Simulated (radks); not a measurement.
Task: The mean radii <r> (bohr) of the occupied orbitals of an atom or ion are listed with their occupations. Calculated with a radial shooting solver on a logarithmic mesh with Libxc functionals: Dirac Kohn-Sham, LDA (Slater exchange, Perdew-Wang correlation), spin-unpolarised, spherical densities, finite nucleus; Fermi nuclear charge, rms radius of each element as measured or else 0.836 A^(1/3) + 0.57 fm.

| orbital | occ. | <r> |
|---|---|---|
| 1s1/2 | 2 | 0.03188 |
| 2s1/2 | 2 | 0.1381 |
| 2p1/2 | 2 | 0.1172 |
| 2p3/2 | 4 | 0.1222 |
| 3s1/2 | 2 | 0.3798 |
| 3p1/2 | 2 | 0.3717 |
| 3p3/2 | 4 | 0.3826 |
| 3d3/2 | 4 | 0.3559 |
| 3d5/2 | 6 | 0.3594 |
| 4s1/2 | 2 | 0.9459 |
| 4p1/2 | 2 | 1.021 |
| 4p3/2 | 4 | 1.054 |
| 4d3/2 | 4 | 1.570 |
| 4d5/2 | 6 | 1.607 |

Name the element and its charge. Open shells, if any, fill j = l - 1/2 first.

Result: Z = 46, palladium, charge 0: Pd in [Kr] 4d10. The 1s radius gives Z: for a bare nucleus <r> = (2 gamma + 1)/(2Z) with gamma = sqrt(1 - (Z/c)^2), 0.03135 bohr for Z = 46, and screening makes it slightly larger (0.03188 here). The occupations add up to 46, and the charge is Z minus that.
